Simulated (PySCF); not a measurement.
# Electric field gradients and quadrupole coupling constants

C2H6O2Si.
Geometry (PBE0-D3(BJ)/def2-SVP, Å), atoms numbered from 1 in this order:
```xyz
11
C2H6O2Si angstrom
C     -1.766   -0.385    0.259
O     -0.370   -0.415    0.151
Si     0.590    0.819   -0.407
C      2.397    0.188   -0.254
O      3.317    0.907   -0.560
H     -2.254   -0.282   -0.728
H     -2.107   -1.329    0.709
H     -2.114    0.445    0.901
H      0.310    1.145   -1.839
H      0.434    2.060    0.413
H      2.587   -0.857    0.122
```

Field gradients from the PBE0/pcSseg-1 density (PySCF, non-relativistic), principal values in atomic units, ordered |Vxx| ≤ |Vyy| ≤ |Vzz|:

```csv
atom,Vxx,Vyy,Vzz
O2,-0.4884,-1.2638,1.7522
O5,0.3674,1.8238,-2.1912
```

Q: Find the asymmetry η = (Vxx − Vyy)/Vzz and the couplings χ = eQV/h (234.96 MHz × Q in barn × V in au), with Q(17O) = −0.0256 b.

A: 
```tsv
atom	environment	nucleus	η	χzz (MHz)	χxx (MHz)	χyy (MHz)
O2	silyl ether oxygen	17O	0.44	-10.54	2.94	7.60
O5	carbonyl oxygen	17O	0.66	13.18	-2.21	-10.97
```

Q: What is Vzz at O2 in SI units (1 au = 9.71736 × 10²¹ V/m²)?

A: 1.7522 au = 17.027 × 10²¹ V/m².

Q: And the gradient at the other heavy atoms, for which no coupling is worked out here?

A: 
```
atom           environment  Vzz (au)     η
  C1        methoxy carbon     0.411  0.07
 Si3  oxygen-bound silicon     0.461  0.25
  C4       carbonyl carbon     0.584  0.13
```

Were the hydrogens deuterons (Q(2H) = 0.00286 b), χzz would run from 91 kHz (H9 and H10) to 191 kHz (H7).

The structure is a single PBE0-D3(BJ)/def2-SVP conformer in the gas phase; no vibrational or solvent corrections. With a basis this small, the couplings can be 20 % off.
